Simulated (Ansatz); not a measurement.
The same bond dissociation along the group F, Cl, Br.

Gas-phase electronic energies from Ansatz, PBE0-D4/def2-TZVP geometries. CCSD(T)/CBS is the MP2 limit (def2-TZVPP, def2-QZVPP) plus CCSD(T) − MP2 in def2-TZVPP, frozen cores. This one scheme is used for every species, atoms too. DFT in def2-TZVPP. Open shells (•) are unrestricted, without spin–orbit coupling. def2 core potentials past Kr. Bonds to Br, Sn are less sure, by a few kJ/mol each and by 10 to 20 or more in all where they break to atoms, as the def2 sets lack core-valence functions. Scalar relativity is left out up to krypton.

| reaction | CCSD(T)/CBS(def2) (kJ/mol) |
| --- | --- |
| `[F][SnH3]` → H• + `[F][SnH2]`• | ? |
| `[Cl][SnH3]` → H• + `[Cl][SnH2]`• | 337 |
| `[Br][SnH3]` → H• + `[Br][SnH2]`• | 335 |

Task: Fill in the missing values. (Best estimate.)

Result: The calculation gave: `[F][SnH3]` → H• + `[F][SnH2]`•: +340.2 kJ/mol.

Largest T1 diagnostic: 0.017, for `[F][SnH2]`•.
